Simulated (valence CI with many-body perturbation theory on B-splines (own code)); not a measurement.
Level structure of Ce8+

Calculated by relativistic CI+MBPT: four valence electrons over a frozen Dirac-Fock core [Kr] 4d10, radial functions for each j: 7 s, 7 p, 7 d, 7 f, 4 g, 2 h, with the one-electron correlation potential Σ1 (screened to all orders), the two-electron term Σ2, the three-electron term Σ3, Breit, model QED; selected single and double excitations, second order for the rest, scaled by the run's own slope (own B-spline code, finite nucleus).

No measured levels were compared; by estimate levels hold to about 250 cm⁻¹ or 0.2 % of their energy and the worst to 1 %, as in measured heavy ions of charge 2 to 7; those with d or f electrons hold less well.

Levels 1 to 34 of 34, with energies above the lowest level, 5s2 5p2 3P_0. "Leading %" is the weight of the configuration and term that name the level; weights of strongly mixed levels are sums over their largest components and can fall short, so below about 35 % the name and the second component can differ from the true leading terms, or belong to a minority configuration. Lifetimes count E1, E2, E3, M1 and M2 decay at the calculated energies, and are blank where another channel may lead or the interval is too uncertain; long ones can be off by a factor of two.

| No. | Configuration | Term | J | E (cm⁻¹) | Leading % | Second component | g | Lifetime |
| --- | --- | --- | --- | --- | --- | --- | --- | --- |
| 1 | 5s2 5p2 | 3P | 0 | 0.0 | 82 | 16 % 5s2 5p2 1S |  |  |
| 2 | 5s2 5p2 | 3P | 1 | 23606 | 98 |  | 1.501 | 5.04 ms |
| 3 | 5s2 5p2 | 3P | 2 | 30140 | 49 | 47 % 5s2 5p2 1D | 1.251 | 284 ms |
| 4 | 5s2 5p2 | 3P | 2 | 59043 | 48 | 43 % 5s2 5p2 1D | 1.241 | 1.84 ms |
| 5 | 4f 5s2 5p | 3G | 3 | 72103 | 60 | 32 % 4f 5s2 5p 1F | 0.857 |  |
| 6 | 4f 5s2 5p | 3F | 3 | 76628 | 44 | 32 % 4f 5s2 5p 3D | 1.134 |  |
| 7 | 4f 5s2 5p | 3F | 2 | 77777 | 69 | 14 % 4f 5s2 5p 3D | 0.790 | 6.96 ms |
| 8 | 4f 5s2 5p | 3G | 4 | 78545 | 44 | 38 % 4f 5s2 5p 3F | 1.119 | 102 ms |
| 9 | 5s2 5p2 | 1S | 0 | 80837 | 80 | 16 % 5s2 5p2 3P |  | 589 μs |
| 10 | 4f 5s2 5p | 1F | 3 | 100510 | 34 | 34 % 4f 5s2 5p 3G | 0.938 | 3.64 ms |
| 11 | 4f 5s2 5p | 3F | 4 | 103580 | 53 | 44 % 4f 5s2 5p 3G | 1.159 | 3.83 ms |
| 12 | 4f 5s2 5p | 3G | 5 | 107600 | 98 |  | 1.200 | 4.14 ms |
| 13 | 4f 5s2 5p | 3D | 3 | 108180 | 64 | 20 % 4f 5s2 5p 3F | 1.235 | 3.41 ms |
| 14 | 4f 5s2 5p | 3D | 2 | 108470 | 67 | 23 % 4f 5s2 5p 3F | 1.034 | 2.46 ms |
| 15 | 4f 5s2 5p | 3D | 1 | 111770 | 97 |  | 0.498 | 2.38 ms |
| 16 | 4f 5s2 5p | 1G | 4 | 115060 | 81 | 9 % 4f 5s2 5p 3G | 1.021 | 2.73 ms |
| 17 | 4f 5s2 5p | 1D | 2 | 121580 | 74 | 16 % 4f 5s2 5p 3D | 1.015 | 2.16 ms |
| 18 | 5s 5p3 | 5S° | 2 | 153970 | 82 | 14 % 5s 5p3 3P° | 1.902 | 5.18 ns |
| 19 | 4f2 5s2 | 3H | 4 | 170840 | 96 |  | 0.802 | 1.70 ms |
| 20 | 4f2 5s2 | 3H | 5 | 172610 | 98 |  | 1.033 | 2.64 ms |
| 21 | 4f2 5s2 | 3H | 6 | 174490 | 98 |  | 1.166 |  |
| 22 | 4f2 5s2 | 3F | 2 | 176700 | 97 |  | 0.669 | 1.47 ms |
| 23 | 4f2 5s2 | 3F | 3 | 177820 | 98 |  | 1.083 | 1.57 ms |
| 24 | 4f2 5s2 | 3F | 4 | 178260 | 68 | 29 % 4f2 5s2 1G | 1.172 | 2.13 ms |
| 25 | 4f2 5s2 | 1G | 4 | 180940 | 67 | 30 % 4f2 5s2 3F | 1.074 | 3.64 ms |
| 26 | 5s 5p3 | 3D° | 1 | 182410 | 66 | 16 % 5s 5p3 3P° | 0.731 | 349 ps |
| 27 | 5s 5p3 | 3D° | 2 | 186720 | 64 | 13 % 5s 5p3 3P° | 1.294 | 737 ps |
| 28 | 4f2 5s2 | 1D | 2 | 191130 | 91 | 5 % 4f2 5s2 3P | 1.020 | 1.13 ms |
| 29 | 5s 5p3 | 3D° | 3 | 193880 | 76 | 13 % 4f 5s 5p2 3D° | 1.326 | 960 ps |
| 30 | 4f2 5s2 | 1I | 6 | 195430 | 98 |  | 0.999 | 1.84 ms |
| 31 | 4f2 5s2 | 3P | 0 | 196130 | 97 |  |  | 358 μs |
| 32 | 4f2 5s2 | 3P | 1 | 196610 | 98 |  | 1.500 | 170 μs |
| 33 | 4f2 5s2 | 3P | 2 | 197490 | 93 | 5 % 4f2 5s2 1D | 1.476 | 210 μs |
| 34 | 4f 5s 5p2 | 5G° | 2 | 201930 | 75 | 11 % 4f 5s 5p2 3F° | 0.469 | 4.00 ns |

Names give the largest LS component (configuration and term), which can be under half, so a name can repeat, a term be missing and a line seem to break the LS rules; names also repeat where a configuration has a term twice.

Where two levels of one J and parity lie close, their mixing, g and order are uncertain.

The ionisation energy to 5s2 5p 2P°_1/2 of the next ion comes out as 125.59 eV (NIST: 125 ± 2.2 eV (theoretical)). All 34 levels together are meant to be complete up to 203970 cm⁻¹.
